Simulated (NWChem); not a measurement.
System: C2H5FGe; SMILES [GeH3][C](F)=C

NWChem input:

```
start job
memory heap 200 mb stack 900 mb global 1100 mb
geometry units angstroms noautoz
  C     -1.176184    -1.750652     0.000280
  C     -0.071536    -1.007715    -0.000953
  F      1.133999    -1.600699    -0.000025
  Ge     0.024074     0.944749    -0.003526
  H     -2.157738    -1.275019    -0.000539
  H     -1.118608    -2.843065     0.002011
  H     -1.409003     1.496197    -0.008865
  H      0.786016     1.412146    -1.253464
  H      0.777336     1.416091     1.250247
end
basis spherical
  * library def2-svp
end
dft
  xc xperdew91 perdew91
  iterations 150
  mulliken
end
task dft energy
```

Excerpt of the output:

```
             Northwest Computational Chemistry Package (NWChem) 7.3.0
             --------------------------------------------------------

 C1  symmetry detected

                             Geometry "geometry" -> ""
                             -------------------------

 Output coordinates in angstroms (scale by  1.889725989 to convert to a.u.)

  No.       Tag          Charge          X              Y              Z
 ---- ---------------- ---------- -------------- -------------- --------------
    1 C                    6.0000    -1.20169738    -1.72855058     0.00003054
    2 C                    6.0000    -0.08890988    -0.99786046    -0.00013175
    3 F                    9.0000     1.11000113    -1.60412598     0.00002897
    4 Ge                  32.0000     0.02826228     0.95342994    -0.00000834
    5 H                    1.0000    -2.17793738    -1.24210315    -0.00017363
    6 H                    1.0000    -1.15619230    -2.82153429     0.00025754
    7 H                    1.0000    -1.39863542     1.52068168    -0.00464685
    8 H                    1.0000     0.79539220     1.41410411    -1.24926874
    9 H                    1.0000     0.78661343     1.41469356     1.25444495

 Effective nuclear repulsion energy (a.u.)     255.8345491491

  perdew91 is a nonlocal functional; adding pw91lda local functional.

                                 NWChem DFT Module
                                 -----------------

 Summary of "ao basis" -> "ao basis" (spherical)
 ------------------------------------------------------------------------------
       Tag                 Description            Shells   Functions and Types
 ---------------- ------------------------------  ------  ---------------------
 C                          def2-svp                 6       14   3s2p1d
 F                          def2-svp                 6       14   3s2p1d
 Ge                         def2-svp                12       32   5s4p3d
 H                          def2-svp                 3        5   2s1p

            General Information
            -------------------
          SCF calculation type: DFT
          Wavefunction type:  closed shell.
          No. of atoms     :     9
          No. of electrons :    58
           Alpha electrons :    29
            Beta electrons :    29
          Charge           :     0
          Spin multiplicity:     1
          Use of symmetry is: off; symmetry adaption is: off
          Maximum number of iterations: 150
          AO basis - number of functions:    99
                     number of shells:    45
          Convergence on energy requested:  1.00D-06
          Convergence on density requested:  1.00D-05
          Convergence on gradient requested:  5.00D-04

              XC Information
              --------------
                 Perdew 1991   Exchange Functional  1.000
                Perdew 1991 Correlation Functional  1.000 non-local
            Perdew 1991 LDA Correlation Functional  1.000 local

             Grid Information
             ----------------
          Grid used for XC integration:  medium
          Radial quadrature: Mura-Knowles
          Angular quadrature: Lebedev.
          Tag              B.-S. Rad. Rad. Pts. Rad. Cut. Ang. Pts.
          ---              ---------- --------- --------- ---------
          C                   0.70       49          11.0       434
          F                   0.50       49          11.0       434
          Ge                  1.25      112          11.0       590
          H                   0.35       45          12.0       434
          Grid pruning is: on
          Number of quadrature shells:   484
          Spatial weights used:  Erf1

      Superposition of Atomic Density Guess
      -------------------------------------

 Sum of atomic energies:       -2252.08201783

      Non-variational initial energy
      ------------------------------

 Total energy =   -2253.772492
 1-e energy   =   -3646.425456
 2-e energy   =    1136.818415
 HOMO         =      -0.301833
 LUMO         =       0.025099

     ---------------------------------------------
      Total Density - Mulliken Population Analysis
     ---------------------------------------------

    Atom       Charge   Shell Charges
 -----------   ------   -------------------------------------------------------
    1 C    6     6.36   1.99  0.97  0.26  2.07  1.04  0.02
    2 C    6     5.70   1.99  0.95  0.32  1.63  0.74  0.07
    3 F    9     9.38   1.99  1.14  0.77  3.43  2.04  0.01
    4 Ge  32    31.57   2.00  2.00  2.00  1.06  0.26  6.00  5.98  1.23  0.96  8.13  1.82  0.14
    5 H    1     0.88   0.65  0.20  0.03
    6 H    1     0.89   0.66  0.21  0.03
    7 H    1     1.07   0.68  0.38  0.01
    8 H    1     1.08   0.68  0.38  0.01
    9 H    1     1.08   0.68  0.38  0.01

   convergence    iter        energy       DeltaE   RMS-Dens  Diis-err
 ---------------- ----- ----------------- --------- --------- ---------
 d= 0,ls=0.0,diis     1  -2255.6385450194 -2.51D+03  1.34D-02  6.07D-01
 d= 0,ls=0.0,diis     2  -2255.5678153944  7.07D-02  7.93D-03  1.36D+00
 d= 0,ls=0.0,diis     3  -2255.6974430762 -1.30D-01  2.97D-03  1.01D-01
 d= 0,ls=0.0,diis     4  -2255.7056017898 -8.16D-03  1.61D-03  3.33D-02
 d= 0,ls=0.0,diis     5  -2255.7095262414 -3.92D-03  4.33D-04  4.27D-03
  Resetting Diis
 d= 0,ls=0.0,diis     6  -2255.7099660851 -4.40D-04  4.95D-05  4.23D-05
 d= 0,ls=0.0,diis     7  -2255.7099702464 -4.16D-06  2.23D-05  1.97D-06
 d= 0,ls=0.0,diis     8  -2255.7099699983  2.48D-07  1.47D-05  4.78D-06
 d= 0,ls=0.0,diis     9  -2255.7099703922 -3.94D-07  4.54D-06  3.15D-07

         Total DFT energy =    -2255.709970392248
      One electron energy =    -3648.103732733713
           Coulomb energy =     1238.778083914166
    Exchange-Corr. energy =     -102.218870721809
 Nuclear repulsion energy =      255.834549149108

 Numeric. integr. density =       58.000028426466

                       DFT Final Molecular Orbital Analysis
                       ------------------------------------

 Vector   27  Occ=2.000000D+00  E=-3.109889D-01
              MO Center= -3.9D-01,  1.1D+00,  7.0D-04, r^2= 2.9D+00
   Bfn.  Coefficient  Atom+Function         Bfn.  Coefficient  Atom+Function
  ----- ------------  ---------------      ----- ------------  ---------------
    85     -0.359454  7 H  s                 54      0.332199  4 Ge px
    86     -0.202801  7 H  s                 51     -0.196943  4 Ge px
    95      0.196397  9 H  s                 90      0.195106  8 H  s
    57      0.173485  4 Ge px                96      0.108766  9 H  s
    91      0.108138  8 H  s                  5      0.094457  1 C  py

 Vector   28  Occ=2.000000D+00  E=-2.796511D-01
              MO Center=  1.8D-01, -6.1D-01, -2.6D-05, r^2= 3.0D+00
   Bfn.  Coefficient  Atom+Function         Bfn.  Coefficient  Atom+Function
  ----- ------------  ---------------      ----- ------------  ---------------
    33      0.397850  3 F  py                19      0.337328  2 C  py
    55     -0.301483  4 Ge py                36     -0.276068  3 F  py
    17      0.227324  2 C  s                  3     -0.180129  1 C  s
    52      0.165422  4 Ge py                 5     -0.158570  1 C  py
    58     -0.143814  4 Ge py                 4     -0.132606  1 C  px

 Vector   29  Occ=2.000000D+00  E=-2.336888D-01
              MO Center= -4.4D-01, -1.3D+00,  2.7D-04, r^2= 2.2D+00
   Bfn.  Coefficient  Atom+Function         Bfn.  Coefficient  Atom+Function
  ----- ------------  ---------------      ----- ------------  ---------------
     6      0.421120  1 C  pz                20      0.352338  2 C  pz
     9      0.305488  1 C  pz                34      0.301870  3 F  pz
    37     -0.225886  3 F  pz                23      0.169712  2 C  pz
    91      0.095801  8 H  s                 96     -0.095911  9 H  s
    90      0.084325  8 H  s                 95     -0.084724  9 H  s

 Vector   30  Occ=0.000000D+00  E=-3.820090D-02
              MO Center= -4.9D-01, -1.0D+00,  2.2D-04, r^2= 3.0D+00
   Bfn.  Coefficient  Atom+Function         Bfn.  Coefficient  Atom+Function
  ----- ------------  ---------------      ----- ------------  ---------------
     9      0.537516  1 C  pz                23     -0.455170  2 C  pz
    20     -0.432332  2 C  pz                 6      0.417299  1 C  pz
    59     -0.350020  4 Ge pz                91     -0.321581  8 H  s
    96      0.323014  9 H  s                 34     -0.177022  3 F  pz
    37      0.164278  3 F  pz                56     -0.122606  4 Ge pz

 Vector   31  Occ=0.000000D+00  E= 6.655690D-03
              MO Center= -1.5D-01,  8.9D-01, -1.4D-04, r^2= 4.7D+00
   Bfn.  Coefficient  Atom+Function         Bfn.  Coefficient  Atom+Function
  ----- ------------  ---------------      ----- ------------  ---------------
    58      1.263157  4 Ge py                17      0.874122  2 C  s
    86     -0.764928  7 H  s                 22      0.462017  2 C  py
    76     -0.463102  5 H  s                 57     -0.356207  4 Ge px
    55      0.258351  4 Ge py                46      0.249747  4 Ge s
     7     -0.225261  1 C  px                19      0.215554  2 C  py

 Vector   32  Occ=0.000000D+00  E= 2.359847D-02
              MO Center=  1.6D-01,  6.5D-01,  5.4D-04, r^2= 4.6D+00
   Bfn.  Coefficient  Atom+Function         Bfn.  Coefficient  Atom+Function
  ----- ------------  ---------------      ----- ------------  ---------------
    57      1.194648  4 Ge px                91     -0.811697  8 H  s
    96     -0.803906  9 H  s                 86      0.715296  7 H  s
    58      0.458576  4 Ge py                81     -0.386646  6 H  s
    17      0.377046  2 C  s                 46      0.359457  4 Ge s
    54      0.275524  4 Ge px                 3      0.244425  1 C  s

     ---------------------------------------------
      Total Density - Mulliken Population Analysis
     ---------------------------------------------

[...]
```

Level: PW91/def2-SVP. The geometry was optimised at PBE0/def2-SVP.
